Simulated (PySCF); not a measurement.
Coordinates in bohr (charge 0 multiplicity 3):
```
Ta    0.0000    0.0000   -0.0005
H     0.0000    0.0000    3.3511
H     2.9640    0.0000   -1.6332
H    -2.9640    0.0000   -1.6332
```

Level of theory: PySCF, UPBE0, basis Ta def2-TZVP with ECP60, H def2-TZVP (scalar-relativistic core potentials, no spin–orbit coupling, density fitting).

This geometry of TaH₃ is a stationary point at this level.

(1) What is the point group?

(2) Is it a minimum?

(3) Which band is strongest in the infrared?

(4) What are the dipole moment and the gap between the highest occupied and lowest empty levels of either spin?

Answers

(1) C2v.

(2) No: it has 1 imaginary mode, at 1975i cm⁻¹ (b2).

(3) 1981 cm⁻¹ (b2), 1175 km/mol.

(4) 0.05 D and 2.82 eV.

This need not be the most stable arrangement of these atoms. Open d and f shells are described by one determinant, and the ground state may have another occupation or spin. No spin–orbit coupling is included, which matters more the heavier the element.
